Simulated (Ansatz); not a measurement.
`F[SiH](Br)Br` + H–F → `F[SiH](F)Br` + HBr at 600 K and 1 bar (ligand exchange at the Si–Br bond).

Computed with Ansatz on PBE0-D4/def2-TZVP structures; ΔE is electronic, products minus reactants. CCSD(T)/CBS is the MP2 limit (def2-TZVPP, def2-QZVPP) plus CCSD(T) − MP2 in def2-TZVPP, frozen cores. This one scheme is used for every species. For Br outer-core shells are correlated without core-valence functions, which leaves a few kJ/mol of doubt a bond. Scalar relativity is left out up to krypton.

```csv
species,CCSD(T)/CBS energy (Eh),H − E (kJ/mol),S (J/(mol·K))
`F[SiH](Br)Br`,-5536.27111,79.8,394.1
H–F,-100.39570,42.3,194.0
`F[SiH](F)Br`,-3062.76774,81.9,367.1
HBr,-2573.91920,33.5,219.1
```

H − E and S are ideal-gas, rigid-rotor, harmonic terms from PBE0-D4/def2-TZVP. 1 Eh = 2625.50 kJ/mol, R = 8.31446 J/(mol·K).

Q: By hand: ΔE, ΔH, ΔS and ΔG.

A: ΔE = (-3062.76774) + (-2573.91920) − (-5536.27111) − (-100.39570) = -0.02013 Eh = -52.9 kJ/mol. Δ(H − E) = 81.9 + 33.5 − 79.8 − 42.3 = -6.7, so ΔH = -59.6 kJ/mol. ΔS = 367.1 + 219.1 − 394.1 − 194.0 = -1.9 J/(mol·K). ΔG = -59.6 − 600 × (-1.9)/1000 = -58.5 kJ/mol.

Q: By hand: the equilibrium constant, and the temperature at which ΔG would vanish if ΔH and ΔS stayed fixed.

A: log₁₀ K = −ΔG/(RT ln 10) = 5.1. ΔG = 0 at ΔH/ΔS = 31368 K, far beyond where these terms or the molecules hold.

The number of gas molecules stays the same, so ΔS is small and ΔH decides. A doubt of 5 kJ/mol in ΔE shifts log₁₀ K by 0.4 here. These are equilibria of isolated gas molecules and say nothing of rates. Largest T1 diagnostic: 0.010 (customary marks: 0.02 for closed shells, 0.045 for open ones).
